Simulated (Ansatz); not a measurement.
Two isomers of CH7ClOSi2: A = `[SiH3]OC[SiH2]Cl`, B = `C[Si](O)([SiH3])Cl`.

Computed with Ansatz on PBE0-D4/def2-TZVP structures; ΔE is electronic, products minus reactants. CCSD(T)/CBS adds triple-zeta CCSD(T) − MP2 to the extrapolated MP2 energy (def2 sets, frozen cores). Functionals use def2-TZVPP. B3LYP here is the variant with VWN-RPA as its local correlation; programs differ in this. One conformer a species, not always the lowest.

Q: Which is lower in electronic energy at CCSD(T)/CBS, and by how much? (Estimate.)

A: Computed: B, by 132.0 kJ/mol.

Q: Give E(B) − E(A) in kJ/mol with CCSD/def2-TZVPP, HF/def2-TZVPP, ωB97M-V, B3LYP, CCSD(T)/def2-TZVPP, MP2/def2-TZVPP, PBE-D4. (An estimate is asked.)

A: Ansatz gave: CCSD/def2-TZVPP -125.4, HF/def2-TZVPP -105.2, ωB97M-V -127.7, B3LYP -122.4, CCSD(T)/def2-TZVPP -128.2, MP2/def2-TZVPP -130.6, PBE-D4 -143.4. None reverses the order clearly.

Largest T1 diagnostic: 0.011.

In def2-TZVPP, CCSD(T) changes the Hartree–Fock value by −23.0 kJ/mol (the triples alone add −2.8 kJ/mol) and MP2 by −25.4 kJ/mol. The D4 term adds −5.3 kJ/mol with B3LYP and −2.9 kJ/mol with PBE0; it sums over pairs of atoms, weighted by their polarisabilities, and B3LYP, whose exchange is more repulsive, gets the larger term.
